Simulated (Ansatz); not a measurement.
The cluster Sn4Te3. Charge 0, multiplicity 3. Geometry r2SCAN-D4/def2-SVP, that of the neutral singlet; atoms count from 1.

```xyz
7

Sn   -1.512   -1.532   -0.796
Sn    1.431    1.142   -1.255
Sn    0.592   -1.432    1.693
Sn   -1.618    0.938    1.330
Te    1.243    1.419    1.696
Te    1.382   -1.824   -1.095
Te   -1.519    1.288   -1.572
```

In the def2 sets Sn, Te take a core potential; there is no spin–orbit coupling. At PBE0-D4/def2-SVP a singlet of charge 0 lies 2.10 eV below the triplet at the same geometry. The structure comes from a short search, and lower isomers may exist.

**Question.** Estimate the Mulliken populations from the PBE0/def2-SVP orbitals of Ansatz.

**Answer.** 
```tsv
atom	charge (e)	spin (α − β)
Sn1	0.18	0.48
Sn2	0.31	0.42
Sn3	0.21	0.43
Sn4	0.21	0.43
Te5	-0.32	0.07
Te6	-0.29	0.09
Te7	-0.29	0.09
```
Mulliken values depend strongly on the basis.

**Question.** Where does the spin sit?

**Answer.** Summed by element: Sn 1.75, Te 0.25, of 2 unpaired in all. Largest on single atoms: Sn1 0.48, Sn3 0.43, Sn4 0.43.

**Question.** And the Mayer bond orders between heavy atoms (over 0.3)?

**Answer.** Sn1–Sn3 0.44 (3.26 Å); Sn1–Sn4 0.44 (3.26 Å); Sn1–Te6 0.73 (2.92 Å); Sn1–Te7 0.73 (2.92 Å); Sn2–Te5 0.77 (2.97 Å); Sn2–Te6 0.67 (2.97 Å); Sn2–Te7 0.67 (2.97 Å); Sn3–Sn4 0.31 (3.26 Å); Sn3–Te5 0.73 (2.92 Å); Sn3–Te6 0.82 (2.92 Å); Sn4–Te5 0.73 (2.92 Å); Sn4–Te7 0.82 (2.92 Å).
